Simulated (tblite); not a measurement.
Input of a run (GFN2-xTB geometry optimisation, gas phase (tblite 0.8.0)), started from a force field or distance geometry:
```
{"job": {"kind": "relax", "xc": "GFN2-xTB", "basis": "xTB"}, "charge": 0, "multiplicity": 1}
C     -2.241800    -1.687000     0.783900
C     -2.124900    -0.365200     0.544900
C     -0.837400     0.396700     0.192300
C     -0.655200     1.474600     1.280900
C      0.426000    -0.491500     0.111800
C      1.710900     0.254400    -0.274800
C      2.886300    -0.705000    -0.421900
C     -1.118000     1.115700    -1.161700
O     -1.238100     2.329500    -1.248100
Cl    -1.294000     0.023000    -2.525400
H     -1.422600    -2.381600     0.734600
H     -3.225400    -2.107000     1.036400
H     -3.031000     0.237900     0.639400
H      0.142600     2.178000     1.032300
H     -0.402800     1.014500     2.252800
H     -1.567300     2.062600     1.452300
H      0.590900    -0.976100     1.077900
H      0.274800    -1.306700    -0.618900
H      1.586100     0.799500    -1.209300
H      1.975100     0.993400     0.503000
H      3.793700    -0.153800    -0.673500
H      2.692900    -1.438700    -1.206600
H      3.074400    -1.240200     0.529100
```

Output (eV, eV/Å):
```
step      E/eV     max force
  0    -880.15176    2.972
  1    -880.22194    3.696
  2    -880.30898    0.579
  3    -880.32959    0.582
  4    -880.34616    0.380
  5    -880.35293    0.227
  6    -880.36159    0.331
  7    -880.36689    0.288
  8    -880.37133    0.184
  9    -880.37367    0.119
 10    -880.37527    0.110
 11    -880.37648    0.117
 12    -880.37773    0.093
 13    -880.37909    0.136
 14    -880.38047    0.130
 15    -880.38148    0.070
 16    -880.38207    0.057
 17    -880.38246    0.060
 18    -880.38281    0.049
 19    -880.38310    0.039
 20    -880.38333    0.034
 21    -880.38352    0.038
 22    -880.38374    0.043
 23    -880.38396    0.033
 24    -880.38414    0.026
 25    -880.38428    0.038
 26    -880.38441    0.045
 27    -880.38455    0.039
 28    -880.38469    0.031
 29    -880.38480    0.025
 30    -880.38490    0.028
 31    -880.38500    0.032
 32    -880.38513    0.027
 33    -880.38528    0.027
 34    -880.38546    0.038
 35    -880.38568    0.046
 36    -880.38590    0.043
 37    -880.38606    0.026
 38    -880.38616    0.020
 39    -880.38623    0.018
 40    -880.38629    0.019
 41    -880.38635    0.016
 42    -880.38641    0.015
 43    -880.38646    0.018
 44    -880.38652    0.020
 45    -880.38658    0.018
 46    -880.38662    0.013
 47    -880.38665    0.014
 48    -880.38668    0.014
 49    -880.38671    0.014
 50    -880.38674    0.012
 51    -880.38677    0.011
 52    -880.38679    0.013
 53    -880.38681    0.012
 54    -880.38683    0.012
 55    -880.38685    0.010
 56    -880.38687    0.014
 57    -880.38688    0.015
 58    -880.38690    0.011
 59    -880.38691    0.007
```

Problem. Summarise the run.

Solution. The energy falls by 22.7 kJ/mol over 59 L-BFGS steps, the largest force on an atom goes from 2.97 to 0.007 eV/Å, and the atoms move by 0.073 Å rms after alignment. The bond that changes most is C3–C8 (sp3 carbon next to a carbonyl to acyl halide carbon), which shortens by 0.048 Å. Bonds longer at the end by more than 0.005 Å: 1 of 22; shorter: 15. Among the angles that change most is C3–C8–O9, from 122.5° to 128.4°. The energy never rose by more than 1e-5 eV on the way. The first step brought 30 % of the lowering.

Problem. What are the final bond lengths?

Solution. C1=C2 1.319 Å, C2–C3 1.515 Å, C3–C4 1.535 Å, C3–C5 1.538 Å, C5–C6 1.528 Å, C6–C7 1.524 Å, C3–C8 1.510 Å, C8=O9 1.184 Å, C8–Cl10 1.774 Å, C1–H11 1.076 Å, C1–H12 1.077 Å, C2–H13 1.083 Å, C4–H14 1.086 Å, C4–H15 1.087 Å, C4–H16 1.087 Å, C5–H17 1.092 Å, C5–H18 1.091 Å, C6–H19 1.092 Å, C6–H20 1.091 Å, C7–H21 1.087 Å, C7–H22 1.088 Å, C7–H23 1.088 Å. Numbering counts from 1 in the input's order; the species is `C=C[C@@](C)(CCC)C(=O)Cl`.

Its GFN2-xTB frequencies are all real (lowest 35 cm⁻¹). One conformer, not necessarily the lowest. 3 starts were optimised and ended at 0.00, 1.74 and 1.92 kcal/mol (GFN2-xTB); the lowest of these is shown.

The values belong to the conformer `[CH2:1]=[CH:2][C@@:3]([CH3:4])([CH2:5][CH2:6][CH3:7])[C:8](=[O:9])[Cl:10]`: C1–C2–C3–C4 -122°, C2–C3–C5–C6 175°, C3–C5–C6–C7 -175°, C2–C3–C8–O9 115°.

All values are computed, not measured.
